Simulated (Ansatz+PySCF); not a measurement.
A calculation with Ansatz (development build ahead of 0.2.0).

```yaml
crystal:
  periodic: [false, false, false]
  atoms:
    - { symbol: Be, position_ang: [0.0, 0.0, 0.0] }
    - { symbol: H, position_ang: [0.0, 0.6747, 1.4552] }
    - { symbol: H, position_ang: [0.0, -0.6747, 1.4552] }
basis:
  gaussian: { orbitals: cc-pVDZ }
magnetization:
  spin_polarized: true
hamiltonian:
  xc: { name: wB97X }
scf:
  omitted_lower_state_checks: [stability, starts, atomic_configurations, cluster_reference, orbital_swaps, given_window_search, neighbouring_geometries, increment]
```

The input is written out in the form of the current development build from the run's settings.

Output:

```yaml
Converged: yes
Total_energy: -15.75213 hartree
Spin_squared_of_the_determinant: 1.002
Occupied_orbitals_by_symmetry_in_an_Abelian_subgroup_alpha;_beta: 2 A1 1 B2; 3 A1
```

Caution: another spin multiplicity may lie lower; the unrestricted determinant is a mixture of spin states.
